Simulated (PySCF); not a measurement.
From results back to the method.

C5H8Si.
InChI=1S/C5H8Si/c1-2-3-4-5-6/h2H,1,5H2,6H3

The closed-shell ground state was solved 7 times with PySCF (density fitting, gas phase), always in the pcSseg-1 basis (149 functions), with these functionals: B3LYP, BHandHLYP, CAM-B3LYP, HF, LC-wPBE, PBE and PBE0. Isolated species at its PBE0-D3(BJ)/def2-SVP geometry, gas phase.

```csv
row,total energy (Eh),HOMO (eV),LUMO (eV),dipole (D)
P,-484.3023,-5.62,-1.67,0.62
Q,-484.7505,-6.42,-0.94,0.55
R,-484.6066,-7.85,0.38,0.50
S,-484.3467,-6.64,-0.76,0.53
T,-484.5856,-7.50,0.33,0.46
U,-484.4794,-9.19,1.44,0.45
V,-482.7959,-8.80,3.00,0.37
```

Problem. Which functional belongs to which row?

Solution. P = PBE, Q = B3LYP, R = CAM-B3LYP, S = PBE0, T = BHandHLYP, U = LC-wPBE, V = HF. By rising HOMO–LUMO gap: PBE (GGA) 3.95 eV; B3LYP (global hybrid, 20 % exact exchange) 5.48 eV; PBE0 (global hybrid, 25 % exact exchange) 5.88 eV; BHandHLYP (global hybrid, 50 % exact exchange) 7.83 eV; CAM-B3LYP (range-separated hybrid) 8.23 eV; LC-wPBE (range-separated hybrid) 10.63 eV; HF (all exact exchange) 11.80 eV. Total energies of different functionals aren't bounds to one another; each is stationary for its own functional.
